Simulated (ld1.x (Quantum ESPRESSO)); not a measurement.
# Se (Z = 34): excitation energies, all-electron against ultrasoft

ld1.x (Quantum ESPRESSO) 7.5 input, shortened:

```
&input
   title='Se', zed=34., rel=1, dft='PBE', iswitch=3,
   config='[Ar] 3d10 4s1 4p5'
 /
 &inputp
   pseudotype=3, tm=.true., lloc=-1, rcloc=0.95,
   nlcc=.false.
 /
6
4S  1  0   1.00   0.00  1.25  1.40  0.0
4S  1  0   0.00   2.10  1.25  1.40  0.0
4P  2  1   5.00   0.00  1.70  2.10  0.0
4P  2  1   0.00   1.40  1.70  2.10  0.0
3D  3  2  10.00   0.00  0.85  1.05  0.0
3D  3  2   0.00   0.05  0.85  1.05  0.0
 &test
   configts(1)='3d10 4s1 4p5'
 /
```

Energies are relative to the spin-unpolarised reference configuration 3d10 4s1 4p5; without spin polarisation the order of configurations can differ from experiment. Not all tests gave a result: test run stopped at test 5 of 7 (negative rho). The frozen-core shift is the all-electron ΔE with the core orbitals held at their reference shape minus the fully relaxed ΔE.

(1) Give the all-electron excitation energy and the error of the potential for: 3d10 4s2 4p4; 3d10 4s2 4p3; 3d10 4s2 4p2; 3d10 4s2 4p3.5.

A Bessel basis up to 400 Ry misses an occupied level by 0.74 Ry, so cutoffs were not judged. Note: ghost state, extra bound levels that the all-electron valence spectrum of the same l lacks: s at -230.0 eV (other channels not judged).

## Answers

(1)

```
valence configuration  charge  ΔE all-electron (eV)  error AE − PS (meV)  frozen-core shift (meV)
         3d10 4s2 4p4       0               -10.881                 -0.2                     +0.1
         3d10 4s2 4p3      +1                -0.036                 -3.8                     +0.9
         3d10 4s2 4p2      +2                20.312                 -9.3                     +3.2
       3d10 4s2 4p3.5    +0.5                -6.572                 -1.7                     +0.4
```
